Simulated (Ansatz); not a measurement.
Geometry optimisation, RKS PBE0-D4/def2-SVP (Ansatz).

Input file:

```yaml
crystal:
  periodic: [false, false, false]
  atoms:
    - { symbol: C, position_ang: [-0.8251, -3.0634, 0.9202] }
    - { symbol: "N", position_ang: [0.3584, -2.6922, 0.7635] }
    - { symbol: Si, position_ang: [0.6289, -1.2184, -0.1329] }
    - { symbol: O, position_ang: [-0.055, 0.0206, 0.6644] }
    - { symbol: C, position_ang: [-0.0183, 1.2113, 0.1068] }
    - { symbol: C, position_ang: [0.068, 2.3327, -0.3556] }
    - { symbol: "N", position_ang: [0.2073, 3.6538, -0.9397] }
    - { symbol: H, position_ang: [-1.6996, -2.4308, 0.513] }
    - { symbol: H, position_ang: [-1.1161, -3.9235, 1.5032] }
    - { symbol: H, position_ang: [2.1246, -0.9731, -0.1386] }
    - { symbol: H, position_ang: [0.097, -1.3981, -1.4617] }
    - { symbol: H, position_ang: [-0.35586, 3.766, -1.79418] }
    - { symbol: H, position_ang: [1.09595, 3.93067, -1.21229] }
basis:
  gaussian: { orbitals: def2-SVP }
hamiltonian:
  xc: pbe0
  dispersion: d4
relax:
  f_tol: 0.015
  max_steps: 40
```

Run as:

```bash
$ ansatz run input.yaml --threads 2 --pin off --max-ram 3072MiB --backend cpu --events-out ev --progress --plain --runs-dir out
```

Problem. Where does it end, and by what steps?

Solution. It converged. The force dipped under the threshold on the way, but the program's further checks kept it going. After 15 steps the energy has fallen by 0.730 eV; H8 moved furthest, 1.03 Å.

| step | energy less start (eV) | largest force component (eV/Å) | accepted |
| --- | --- | --- | --- |
| 0 | 0.0000 | 3.263 | yes |
| 1 | -0.3688 | 1.449 | yes |
| 2 | -0.4644 | 1.270 | yes |
| 3 | -0.6033 | 0.466 | yes |
| 4 | -0.6410 | 0.395 | yes |
| 5 | -0.6661 | 0.682 | yes |
| 6 | -0.7126 | 0.502 | yes |
| 7 | -0.7269 | 0.254 | yes |
| 8 | -0.7282 | 0.181 | yes |
| 9 | -0.7289 | 0.012 | yes |
| 10 | -0.7293 | 0.038 | yes |
| 11 | -0.7295 | 0.057 | yes |
| 12 | -0.7280 | 0.168 | no |
| 13 | -0.7297 | 0.027 | yes |
| 14 | -0.7297 | 0.018 | yes |
| 15 | -0.7297 | 0.008 | yes |

```xyz
13
Properties=species:S:1:pos:R:3
C -0.849 -2.976 1.141
N 0.128 -2.806 0.359
Si 0.679 -1.331 -0.355
O -0.331 -0.063 0.171
C -0.141 1.169 -0.224
C -0.008 2.326 -0.559
N 0.100 3.630 -0.906
H -1.514 -2.161 1.492
H -1.088 -3.986 1.524
H 2.069 -1.060 0.093
H 0.588 -1.441 -1.834
H -0.068 3.825 -1.888
H 0.945 4.089 -0.580
```

The run took 75 s on 2 threads of Arm Neoverse V1 (shared host), peak memory 0.33 GiB.
